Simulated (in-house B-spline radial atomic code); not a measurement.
V⁸⁺: [Ne] 3s2 3p3

Computed with an all-electron radial atomic-structure program (B-spline basis): non-relativistic r2SCAN, spin-polarised, spherical fractional occupations, point nucleus.

Effective charges: Z_r = [3n² - l(l+1)]/(2<r>) from the radius, Z_e = n√(-2ε) from the energy, and Slater's rules. Values are occupation-weighted means over spin.

```csv
shell,electrons,ε (eV),<r> (bohr),Z_r,Z_e,Slater
1s,2,-5523.8,0.06705,22.37,20.15,22.70
2s,2,-775.25,0.3087,19.44,15.10,18.85
2p,6,-680.36,0.2732,18.30,14.14,18.85
3s,2,-216.25,0.8627,15.65,11.96,12.80
3p,3,-192.99,0.8699,14.37,11.30,12.80
```

The least bound orbital is 3p up at -193 eV, and it is also the most diffuse (<r> = 0.8699 bohr).

The density falls to 0.001 bohr⁻³ at 2.052 bohr; Σ<r²> = 5.0911 bohr² gives, by the non-relativistic formula and without the paramagnetism of open shells, a Langevin diamagnetic susceptibility of -4.032×10⁻⁶ cm³/mol.
